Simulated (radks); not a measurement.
Results of a calculation; reference values are marked as such.
The thulium ion Tm32+, 37 electrons, occupied as [Kr] 4d1. Level of theory: scalar-relativistic Kohn-Sham, PBE, spin-polarised, spherical densities, finite nucleus; open shells are filled with parallel spins first (spin-orbit coupling, left out, can overturn this in heavy ions); Fermi nuclear charge, rms radius 5.2256 fm (a radial shooting solver on a logarithmic mesh with Libxc functionals).

Normalised radial functions P(r) = r R(r), r in bohr:

r	3d up	4d down
0.0009274	0.0000	0.0000
0.001188	0.0000	0.0000
0.001511	0.0001	0.0001
0.001921	0.0002	0.0001
0.002442	0.0003	0.0002
0.003129	0.0006	0.0004
0.003977	0.0011	0.0007
0.005056	0.0022	0.0013
0.006479	0.0043	0.0026
0.008237	0.0082	0.0050
0.01047	0.0156	0.0095
0.01331	0.0293	0.0179
0.01706	0.0554	0.0338
0.02169	0.1006	0.0612
0.02757	0.1785	0.1083
0.03533	0.3123	0.1885
0.04491	0.5158	0.3088
0.05709	0.8111	0.4788
0.07258	1.1998	0.6912
0.093	1.6614	0.9136
0.1182	2.0725	1.0444
0.1503	2.3097	0.9663
0.1926	2.2340	0.5478
0.2448	1.8211	-0.1809
0.3113	1.2056	-1.0182
0.3957	0.6179	-1.5945
0.5071	0.2208	-1.6018
0.6446	0.0538	-1.1033
0.8195	0.0078	-0.5104
1.05	0.0005	-0.1395
1.335	0.0000	-0.0217

3d up: eigenvalue -2679.0 eV, 0 radial nodes, <r> = 0.197 bohr, 90 % of the charge inside 0.305 bohr. 4d down (empty): eigenvalue -1224.2 eV, 1 radial node at r = 0.232 bohr, <r> = 0.466 bohr, 90 % of the charge inside 0.679 bohr.
